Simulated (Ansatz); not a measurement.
Ideal-gas functions of CH₃FSiTe, SMILES `FC1[SiH2][Te]1` at 400 K and 1 bar, from an Ansatz frequency run at PBE0-D4/def2-TZVP.

Molar mass 189.72 g/mol, point group C1 (symmetry number 1), electronic degeneracy 1, moments of inertia 105.681, 234.232, 320.281 u Å². Harmonic wavenumbers (cm⁻¹, unscaled): 216, 277, 366, 471, 513, 555, 653, 748, 900, 930, 1121, 1312, 2239, 2267, 3166.

Use S(trans) = R[1.5 ln M + 2.5 ln T − 1.1517]; rotational temperatures θ = 24.2544 K / I; S(rot) = R[ln(√π/σ · √(T³/θAθBθC)) + 1.5]; for each mode x = 1.438777 ν̃/T, S = R[x/(eˣ − 1) − ln(1 − e⁻ˣ)] and H = RT x/(eˣ − 1); 1 cm⁻¹ = 0.0119627 kJ/mol; R = 8.31446 J/(mol·K).

Problem. By hand: the entropy, in J/(mol·K).

Solution. Translation 180.4. Rotation: θ = 0.2295, 0.1035, 0.0757 K, giving 118.2. Vibration, mode by mode: 10.62, 8.68, 6.60, 4.86, 4.31, 3.82, 2.90, 2.21, 1.43, 1.31, 0.75, 0.43, 0.02, 0.02, 0.00, in all 48.0. Electronic 0.0. Sum 346.6 J/(mol·K).

Problem. By hand: H − E and G − E in kJ/mol, counted from the electronic energy.

Solution. Zero-point energy ½ × 15734 × 0.0119627 = 94.1; thermal vibration 11.9; translation, rotation and pV give 4 RT = 13.3. H − E = 119.3 kJ/mol, and G − E = 119.3 − 400 × 346.6/1000 = -19.3 kJ/mol.

Vibration gives 14 % of the entropy. The sum counts one conformer and one mirror image; others add a mixing term.
